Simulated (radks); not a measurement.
Problem. All-electron atom: Kr+ in [Ar] 3d10 4s2 4p4 6s1 (not the ground configuration). Method: scalar-relativistic Kohn-Sham, PBE, spin-unpolarised, spherical densities, finite nucleus; Fermi nuclear charge, rms radius 4.1884 fm; computed with a radial shooting solver on a logarithmic mesh with Libxc functionals. Some entries of the table are withheld. Estimate them.

orbital,occ.,eigenvalue (hartree),r(max) (bohr),<r^2> (bohr^2)
1s,2,(1),0.02708,0.002318
2s,2,-69.31724,0.1542,(2)
2p,6,-61.38155,0.1234,0.03137
3s,2,-10.49262,0.4669,0.3231
3p,6,-7.96497,0.4632,0.3415
3d,10,-3.78202,0.4111,(3)
4s,2,-1.55176,1.317,2.565
4p,4,-0.99803,1.486,3.484
6s,1,-0.14898,8.219,76.22

Solution. 
(1) 1s eigenvalue (hartree): -521.1202
(2) 2s <r^2> (bohr^2): 0.03971
(3) 3d <r^2> (bohr^2): 0.3788
